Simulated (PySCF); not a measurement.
**Correlation energy of Bi (bismuth, neutral)**

[Xe] 4f14 5d10 6s2 6p3, high-spin 4S determinant. All numbers are calculated (PySCF 2.14, scalar relativity by spin-free X2C-1e, in aug-cc-pVTZ-DK3). Frozen: [Xe] 4f14 5d10; 5 electrons correlated.

```
  level  correlation energy (mhartree)
   CCSD                         -61.07
    (T)                          -1.79
CCSD(T)                         -62.86
```

Diagnostics: T1 = 0.0047, D1 = 0.0109, largest double amplitude 0.028.

Spin-orbit coupling is strong in this species (close to jj coupling), so the high-spin LS determinant is a model state, not a physical level.

Cost of the coupled-cluster step: of the order of 1.4 core-seconds, for 5 correlated electrons.

Spin-orbit coupling is strong in this species, so the high-spin LS determinant is a model state.
